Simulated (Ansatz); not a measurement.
Reaction (atomization): `CN[Si](F)(Cl)OC` → 2 C• + Cl• + F• + 7 H• + N• + O• + Si•

Isolated molecules relaxed with PBE0-D4/def2-TZVP in Ansatz; ΔE leaves out vibrations. CCSD(T)/CBS adds triple-zeta CCSD(T) − MP2 to the extrapolated MP2 energy (def2 sets, frozen cores). This one scheme is used for every species, atoms too. DFT in def2-TZVPP. No spin–orbit coupling; open shells (•) take unrestricted orbitals. Spin–orbit coupling would lower the free atoms: a little for C, Cl, F, O, Si. Each species was taken in one conformer, which may not be the lowest.

`CN[Si](F)(Cl)OC`:

```xyz
14

C    -1.615    1.093    0.083
N    -0.613    0.526    0.964
Si    0.073   -1.000    0.753
F     1.105   -1.175    1.947
Cl   -1.232   -2.562    0.850
O     0.778   -1.156   -0.693
C     1.746   -0.264   -1.212
H    -1.496    2.176    0.004
H    -2.639    0.879    0.407
H    -1.495    0.679   -0.921
H    -0.618    0.908    1.896
H     1.732   -0.346   -2.300
H     1.530    0.772   -0.929
H     2.742   -0.530   -0.850
```

```csv
level,ΔE (eV),difference from CCSD(T)/CBS
r2SCAN-D4,56.95,-0.07
PBE0-D4,56.82,-0.20
B2PLYP,56.25,-0.77
PBE,57.50,0.48
r2SCAN,56.85,-0.17
HF/def2-TZVPP,41.31,-15.71
MP2/def2-TZVPP,56.62,-0.40
SCS-MP2/def2-TZVPP,56.22,-0.80
CCSD(T)/def2-TZVPP,55.37,-1.65
CCSD/CBS(def2),56.19,-0.83
CCSD(T)/CBS,57.02,0
```

Largest T1 diagnostic among the species: 0.012.

In def2-TZVPP, CCSD(T) changes the Hartree–Fock value by +14.06 eV (the triples alone add +0.83 eV) and MP2 by +15.32 eV; breaking electron pairs costs correlation energy, which Hartree–Fock lacks. The D4 term adds +0.59 eV with B3LYP and +0.31 eV with PBE0; it sums over pairs of atoms, weighted by their polarisabilities, and B3LYP, whose exchange is more repulsive, gets the larger term.

B3LYP here is the variant with VWN-RPA as its local correlation; programs differ in this.

For atomizations the MP2-based limit and the directly extrapolated one differ by several kJ/mol either way, and by 10 to 25 for some Ge, Se and Sn compounds, so smaller differences from it don't rank the levels.
